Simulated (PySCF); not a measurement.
C₆ coefficients of unlike pairs at UHF

Calculated with PySCF 2.14 from the dipole response of each species, C₆(A,B) = (3/π) ∫ α_A(iu) α_B(iu) du, in atomic units, from isotropic polarisabilities. For ions this is the dispersion term alone; charge-induced terms of lower order in 1/R come first.

```csv
species,configuration,basis,relativity,α (bohr³),C₆ (like pair)
Si⁺,[Ne] 3s2 3p1 (2P),"x2c-QZVPPall with one added diffuse shell each of s, p, d, f type (10s7p5d3f1g)",spin-free X2C,19.48,104.6
Ga,[Ar] 3d10 4s2 4p1 (2P),dyall-av2z (16s12p8d),none,56.80,502.9
Cd²⁺,[Kr] 4d10 (1S),"aug-cc-pVTZ-PP with one added diffuse shell each of s, p, d, f, g type with ECP28MDF (7s7p6d4f3g)",core potential,4.891,24.17
Sr²⁺,[Kr] (1S),"x2c-TZVPPall with one added diffuse shell each of s, p, d, f type (9s7p7d3f1g)",spin-free X2C,5.683,27.45
```

**Question.** Estimate C₆ for Sr²⁺ with Ga.

**Answer.** The integral gives 88.71. The combination rule 2 C_A C_B / (C_A α_B/α_A + C_B α_A/α_B) gives 85.03 and the geometric mean 117.5.

No spin-orbit coupling is included.

The other pairs:

| pair | C₆ |
| --- | --- |
| Cd²⁺, Si⁺ | 41.31 |
| Sr²⁺, Cd²⁺ | 25.49 |
| Cd²⁺, Ga | 77.69 |
| Sr²⁺, Si⁺ | 46.60 |
| Ga, Si⁺ | 222.4 |
